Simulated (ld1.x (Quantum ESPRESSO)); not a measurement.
**Which setting gave this result? (ruthenium (Ru), PAW)**

Base potential:

* Element: ruthenium
* Generator: ld1.x (Quantum ESPRESSO) 7.5
* Type: PAW
* Functional: PBE
* Relativity: scalar-relativistic
* Frozen core: [Kr]
* Valence charge: 8
* Reference configuration: 4d7 5s1 5p0
* Partial waves: 5s (bound): rcut 2.10, rcutus 2.85 bohr; 5s channel at 2.65 Ry: rcut 2.10, rcutus 2.85 bohr; 5p (bound, empty): rcut 3.75, rcutus 4.30 bohr; 5p channel at 0.8 Ry: rcut 3.75, rcutus 4.30 bohr; 4d (bound): rcut 1.30, rcutus 1.50 bohr; 4d channel at 0.25 Ry: rcut 1.30, rcutus 1.50 bohr
* Local potential: all-electron potential smoothed inside 3.50 bohr (lloc = -2)
* Core correction: Bessel-smoothed model core inside 0.75 bohr
* Augmentation charge: PSQ, inside the norm-conserving radii

Cutoffs, loose and tight: the cutoffs (Ry, on a coarse ladder) from which the occupation-weighted sum of valence levels, in a spherical-Bessel basis at the reference potential, stays within 10 and 1 mRy of its value at 400 Ry. They do not see the model core or the augmentation charge, which bear on the density cutoff. Test errors are all-electron minus pseudo excitation energies from the reference, over the configurations 4d7 5s0 5p0; 4d6 5s0 5p0; 4d5 5s0 5p0; 4d8 5s0 5p0; 4d7 5s0.5 5p0; 4d7.5 5s0.5 5p0; 4d4 5s0 5p0; variants that change the core or the reference have their own tests.

Only the scale of all radii but the core radius (base = 1) is moved (1 further runs of the sweep failed or gave no value and are left out):

```
scale of all radii but the core radius (base = 1)  cutoff, loose  cutoff, tight  bound ghosts  largest test error (meV)
                                             0.88          60 Ry         100 Ry          none                     -1311
                                                1          45 Ry          80 Ry          none                     -1372
                                             1.21          35 Ry          50 Ry          none                     -1561
                                             1.33          30 Ry          45 Ry          none                     -1587
```

Task: One more run gave cutoff, loose: 40 Ry; cutoff, tight: 60 Ry; bound ghosts: none; largest test error (meV): -1468. Which value of the scale of all radii but the core radius (base = 1) was used?

Result: 1.12. The loose cutoff moves one way along this sweep, from 60 Ry at 0.88 to 30 Ry at 1.33, which places the run between 1 and 1.21.
